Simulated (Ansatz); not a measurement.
CH₃F₃GeSe (`C[Se][Ge]([F])([F])[F]`) from Hartree–Fock to CCSD(T)

```xyz
9

C    -0.091   -1.300    0.988
Se   -0.300    0.619    1.349
Ge    0.062    1.266   -0.820
F     1.587    0.787   -1.440
F    -0.028    2.963   -1.000
F    -1.051    0.593   -1.937
H    -0.853   -1.637    0.290
H     0.909   -1.506    0.617
H    -0.234   -1.784    1.953
```

Charge 0, multiplicity 1. Correlated methods include outer-core shells of Ge, Se, which these sets cover unevenly. Scalar relativity is left out up to krypton. All single points use the PBE0-D4/def2-TZVP geometry. It is one conformer, not always the lowest. Frozen core, restricted reference, the Gaussian-basis code of Ansatz.

```csv
basis,HF (Eh),MP2 corr.
def2-SVP,-4812.44803,-1.15714
def2-TZVPP,-4813.45095,-1.43942
def2-QZVPP,-4813.55709,-2.08906
```

Question: Estimate the CCSD correlation energy and the (T) correction in each basis where they were run (hartree).

Answer: 
```
   basis  CCSD corr.       (T)
def2-SVP    -1.16841  -0.02652
```
